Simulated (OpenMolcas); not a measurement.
## As: effect of correlating more closed shells

* Program: OpenMolcas 26.06
* Basis: ANO-RCC [9s8p6d4f2g]
* Scalar Hamiltonian: DKH2, point nucleus
* Active space: 5 electrons in 8 orbitals (4s 4p 5s 5p)
* State averaging: 2S+1 = 4 odd, 1 root; 2S+1 = 2 odd, 8 roots; 2S+1 = 4 even, 3 roots; 2S+1 = 2 even, 9 roots
* Spin-orbit coupling: state interaction with AMFI integrals over the reference wave functions, term energies averaged over their components

Methods on the same reference wave functions:
A. CASSCF
B. SS-CASPT2, IPEA 0.25 Eh, imaginary shift 0.1 Eh (closed shells correlated: 3d)
C. SS-CASPT2, IPEA 0.25 Eh, imaginary shift 0.1 Eh (closed shells correlated: 3s 3p 3d)

Energies in cm-1 above 4s2 4p3 4S* 3/2, the measured ground level; measured values from NIST Handbook of Basic Atomic Spectroscopic Data.

```csv
Level,A,B,C,Measured
4s2 4p3 4S* 3/2,0.0,0.0,0.0,0.0
4s2 4p3 2D* 3/2,13780,11220,11110,10593
4s2 4p3 2D* 5/2,14130,11490,11380,10915
4s2 4p3 2P* 1/2,19319,18790,18680,18186
4s2 4p3 2P* 3/2,19697,19080,18970,18648
```

Deviations, from unrounded energies. A percentage is the sum of absolute deviations over the sum of measured energies, with the sign that they share, or ± where signs differ.

```json
{"Against measurement": "mean absolute deviation (cm-1)", "Levels": "4", "A": "2100", "B": "560", "C": "450"}
{"Against measurement": "other terms of the ground configuration (%)", "Levels": "4", "A": "+14.7", "B": "+3.8", "C": "+3.1"}
```

C lies closest to measurement on these levels and A furthest from it. The largest miss of C in the table is 4s2 4p3 2D* 3/2, by +520 cm-1. The ranking rests on the paired levels alone, and a cruder setting can come out closer through cancelling errors.

Between B and C the level of the table that moves most is 4s2 4p3 2P* 1/2, by 110 cm-1 (lowest in C, highest in B). Moves below CASPT2's spread within the term are not significant.

From A to B the spin-free energies of the other terms of 4s2 4p3 shown, above 4S*, scale by factors of 0.81 to 0.97.

The lowest spin-free term lies below A's lowest term by 0.321 hartree in B, 0.545 hartree in C.

What an inner shell adds also hangs on whether the basis holds functions to correlate it.

CASPT2 breaks the degeneracy within a term, and the mean is taken; among the terms shown or strongly mixed into the levels shown the widest spread is 100 cm-1 (4s2 4p3 2D*, C). The run also gave levels led by 4s2 4p2 5s, which use shells meant for correlation; these and all levels above them are left out. Without dynamic correlation excited terms often stand tens of per cent too high (terms of higher spin than the ground term too low), and those without a measured partner can miss by more than the paired ones (holds for A). Some levels mix across a computed gap that differs much from the measured one, so their mixing is not that of the real levels (holds for A). Computed and measured levels are paired by configuration, term and J; levels that our copy of the source lacks, or whose pairing is in doubt (as where it misses far off the trend of its configuration), stay unpaired and out of the deviations. Only configurations of the active space appear. The table leaves out levels that lie high or whose names do not pair safely across all columns.

* marks odd parity.
